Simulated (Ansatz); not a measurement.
Stepwise reaction of digermane with hydrogen fluoride, as a gas-phase model of exchange steps in deposition or etching. ΔE in kJ/mol; ΔG adds harmonic PBE0-D4 terms to CCSD(T)/CBS, at 1 bar.

Calculated with Ansatz (gas phase, PBE0-D4/def2-TZVP geometries, no zero-point term in ΔE). CCSD(T)/CBS adds triple-zeta CCSD(T) − MP2 to the extrapolated MP2 energy (def2 sets, frozen cores). This one scheme is used for every species. DFT in def2-TZVPP. B3LYP here is the variant with VWN-RPA as its local correlation; programs differ in this. For Ge outer-core shells are correlated without core-valence functions, which leaves a few kJ/mol of doubt a bond. Scalar relativity is left out up to krypton.

| step | reaction | PBE-D4 | B3LYP-D4 | ωB97M-V | CCSD(T)/CBS | ΔG(400 K) |
| --- | --- | --- | --- | --- | --- | --- |
| 1 | `[GeH3][GeH3]` + H–F → `[F][GeH2][GeH3]` + H₂ | -29.9 | -35.1 | -32.0 | -24.4 | -32.3 |
| 2 | `[F][GeH2][GeH3]` + H–F → `[F][GeH]([F])[GeH3]` + H₂ | -53.2 | -56.7 | -54.9 | -48.1 | -49.8 |
| 3 | `[F][GeH]([F])[GeH3]` + H–F → `[F][Ge]([F])([F])[GeH3]` + H₂ | -58.0 | -61.4 | -61.3 | -55.2 | -52.9 |

Problem. By hand: ΔE of the 3 steps together at CCSD(T)/CBS.

Solution. (-24.4) + (-48.1) + (-55.2) = -127.7 kJ/mol, or -42.6 kJ/mol a step.

In ΔE each step is lower than the one before. All are downhill at CCSD(T)/CBS. ΔG lies between -52.9 and -32.3 kJ/mol a step. PBE-D4 differs from CCSD(T)/CBS by -5.5 to -2.8 kJ/mol a step. Isolated molecules leave out the surface, adducts and barriers. Largest T1 diagnostic: 0.013.
